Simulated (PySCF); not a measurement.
Give a PBE0-D3(BJ)/def2-SVP geometry of [Ag(H2O)4]2+, `[OH2]->[Ag+2](<-[OH2])(<-[OH2])<-[OH2]` [radical]. (Charge +2 and doublet state.)

```xyz
13
AgH8O4 angstrom
Ag     0.0009   -0.0002    0.0309
O      2.1020   -0.4240   -0.0930
H      2.4148   -1.1715   -0.6321
H      2.7158   -0.3326    0.6562
O      0.4223    2.1025   -0.0729
H      1.1666    2.4223   -0.6123
H      0.3345    2.7073    0.6840
O     -2.1022    0.4227   -0.0595
H     -2.4239    1.1726   -0.5900
H     -2.7020    0.3298    0.7007
O     -0.4246   -2.1015   -0.0783
H     -1.1789   -2.4161   -0.6069
H     -0.3254   -2.7112    0.6732
```

Orientation and origin are arbitrary. Atoms count from 1 in this order. Ag1 (silver bonded to 4 O) is square planar (angles from 89.8° to 174.3°). O2 (oxygen bonded to Ag and 2 H) has angles 123.7°, 119.9° and 107.2°, sum 350.8°, 0.21 Å off the plane of its three neighbours. All 4 Ag–O bonds measure 2.147 Å.

Bonds between heavy atoms (Å): Ag1–O2 2.147, Ag1–O5 2.147, Ag1–O8 2.147, Ag1–O11 2.147.

Computed with PySCF 2.14.0, PBE0-D3(BJ)/def2-SVP geometry optimisation, gas phase, def2 core potentials past Kr.

Point group: C4 (tolerance 0.08 Å). Not checked by PBE0-D3(BJ)/def2-SVP frequencies. ⟨S²⟩ = 0.752 (exact for a doublet: 0.75). The ion is multiply charged and computed without counter-ions or solvent.

Caution for open-shell metal species: one SCF solution and one stationary point were followed, and a lower state or a bent or distorted shape isn't ruled out.
